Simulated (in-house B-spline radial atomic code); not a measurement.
Results of a calculation; reference values are marked as such.
Softness against transferability: the 3p channel of Ni

Ni, [Ar] 3d8 4s2, non-relativistic LDA (VWN5), spherical and spin-unpolarised, from an all-electron radial atomic-structure program (B-spline basis) (atomic units). The all-electron 3p level is ε = -2.594159 hartree, its outermost node lies just inside 0.28 bohr and its outer maximum at 0.65 bohr.

Troullier-Martins pseudo-orbitals are made for several radii. The cutoffs (hartree) are the plane-wave energies beyond which the orbital holds less than the named kinetic energy per electron. The phase error is the difference, pseudo minus all-electron, of arctan(R P'/P) at R = 1.21 bohr for all radii, half a hartree below and above the level.

```
r_c (bohr)  V_l(0) (hartree)  cutoff for 10 mEh  for 1 mEh  for 0.1 mEh  phase error at ε − 0.5 (mrad)  at ε + 0.5 (mrad)
      0.49           -102.87                240        418        > 450                           -1.8               -0.4
      0.56            -36.23                147        280        > 450                           -1.2               -0.2
      0.65            -12.08                 33       78.9          161                           -0.8               -0.2
      0.73             -9.90               51.2       81.9          151                           -0.8               -0.2
      0.82            -11.39                 32       73.9          129                           -0.9               -0.2
      0.91            -12.88               30.4       62.3         81.4                           -1.4               -0.3
```

Task: Which radius needs the lowest cutoff for 1 mEh while both phase errors stay within 1.3 mrad?

Result: The radii within that limit are 0.56, 0.65, 0.73, 0.82 bohr; of these r_c = 0.82 needs the least, 73.9 hartree, that is 148 Ry or 2011 eV.

Task: What does the larger radius buy, and what does it cost?

Result: From r_c = 0.49 to 0.91 bohr the cutoff for 1 mEh goes from 418 to 62.3 hartree, a factor of 6.71, against 3.45 for a pure 1/r_c² scaling, end to end; step by step it is 418, 280, 78.9, 81.9, 73.9, 62.3, and for 0.1 mEh > 450, > 450, 161, 151, 129, 81.4; the number of plane waves goes as the cutoff to the power 3/2, here a factor of 17.4. The larger of the two phase errors is least at r_c = 0.65 bohr, 0.8 mrad; it is 1.8 at the smallest radius and 1.4 at the largest. These errors test the reference atom alone. The smallest radius lies well inside the outer maximum, where the nodeless form must bend sharply to keep the norm, so it is both harder and scatters less well than the next. Large radii also let the cores of neighbours overlap, which an atom doesn't show.
